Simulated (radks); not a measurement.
Xe52+, configuration [He].

Calculated with a radial shooting solver on a logarithmic mesh with Libxc functionals: scalar-relativistic Kohn-Sham, PBE, spin-polarised, spherical densities, finite nucleus; Fermi nuclear charge, rms radius 4.7859 fm.

Energy parts (hartree):
part                       energy
total                 -3002.47627
kinetic                3263.86342
electron-nucleus      -6302.42827
Hartree                  71.23354
exchange-correlation    -35.14495

Orbitals (lengths in bohr, moments of r in powers of bohr):
[
 {"orbital": "1s", "occ.": "2", "eigenvalue (hartree)": "-1470.414", "<r^4>": "2.352e-06"}
]

The highest occupied level is 1s at -40012 eV. Summed over all electrons, <r^2> = 0.001901 bohr^2, which gives a Langevin (diamagnetic) susceptibility term of -0.00151 x 10^-6 cm^3/mol. For comparison, the ionisation energy in NIST's Atomic Spectra Database is 40271.7 eV (theoretical). In exact Kohn-Sham theory the highest level is minus the ionisation energy, but local and semilocal functionals leave it too shallow, through self-interaction and a potential that decays too fast; potentials with the right tail come closer. The density falls to 0.001 e/bohr^3 at r = 0.17 bohr.
